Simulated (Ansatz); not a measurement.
Reaction (redistribution): `C[S][SnH2][Cl]` + `CB(O)CO` → `O[CH2][SnH2][Cl]` + `CSB(C)O`

Gas-phase electronic energies from Ansatz, PBE0-D4/def2-TZVP geometries. CCSD(T)/CBS adds triple-zeta CCSD(T) − MP2 to the extrapolated MP2 energy (def2 sets, frozen cores). Elements past krypton have def2 core potentials. For Sn outer-core shells are correlated without core-valence functions, which leaves a few kJ/mol of doubt a bond. One conformer a species, not always the lowest.

```csv
level,ΔE (kJ/mol)
HF/def2-QZVPP,23.2
SCS-MP2/def2-QZVPP,12.6
```

What does CCSD(T)/CBS give? (Estimate.)

Ansatz gave: +14.0 kJ/mol. The listed levels differ from it by 9.2, -1.4 kJ/mol.

Largest T1 diagnostic among the species: 0.012.

In def2-TZVPP, CCSD(T) changes the Hartree–Fock value by −12.4 kJ/mol (the triples alone add −1.8 kJ/mol) and MP2 by −13.9 kJ/mol.
